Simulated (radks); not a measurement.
The rhodium anion Rh- inside a hard spherical wall (all orbitals vanish at R), configuration held at [Kr] 4d8 5s2 and not refilled when levels cross. All-electron calculation, scalar-relativistic Kohn-Sham, LDA (Slater exchange, Perdew-Wang correlation), spin-polarised, spherical densities, point nucleus; open shells are filled with parallel spins first (spin-orbit coupling, left out, can overturn this in heavy ions). Program: a radial shooting solver on a logarithmic mesh with Libxc functionals. Eigenvalues in eV for spin up, with the zero of energy where the potential of the charges vanishes at infinity; a dash marks a level that is unbound or too diffuse for the functional's potential to be trusted. A positive occupied level is held by the wall or, in an anion where self-interaction has pushed it up, behind a barrier. The pressure on the wall is -dE/dV.

| R (bohr) | E (hartree) | kinetic (hartree) | e(4s) | e(4p) | e(4d) | e(5s) | e(6s, empty) | e(5p, empty) | pressure (GPa) |
|---|---|---|---|---|---|---|---|---|---|
| 20 | -4779.58801 | 4948.654 | -77.113 | -45.088 | -0.651 | 0.532 | 2.218 | 2.271 | 0.000101 |
| 15 | -4779.58769 | 4948.656 | -77.054 | -45.029 | -0.592 | 0.583 | 3.082 | 2.802 | 0.00178 |
| 12 | -4779.58638 | 4948.663 | -76.918 | -44.892 | -0.454 | 0.702 | 4.256 | 3.285 | 0.0148 |
| 8 | -4779.56809 | 4948.748 | -76.059 | -44.029 | 0.389 | 1.492 | 9.320 | 4.953 | 0.519 |
| 7 | -4779.54607 | 4948.841 | -75.412 | -43.382 | 1.005 | 2.125 | 12.695 | 6.023 | 1.56 |
| 6 | -4779.49260 | 4949.058 | -74.238 | -42.216 | 2.096 | 3.337 | 18.573 | 7.901 | 5.39 |
| 5 | -4779.34616 | 4949.623 | -71.920 | -39.936 | 4.204 | 5.932 | 29.881 | 11.621 | 22.6 |
| 4 | -4778.87003 | 4951.364 | -66.844 | -35.014 | 8.816 | 12.483 | 54.884 | 20.381 | 125 |
| 3 | -4776.85217 | 4958.406 | -54.291 | -22.997 | 21.044 | 33.887 | 122.79 | 47.049 | 1080 |
| 2 | -4762.85768 | 5005.012 | -13.076 | 18.939 | 69.531 | 141.68 | 383.43 | 167.79 | 21300 |
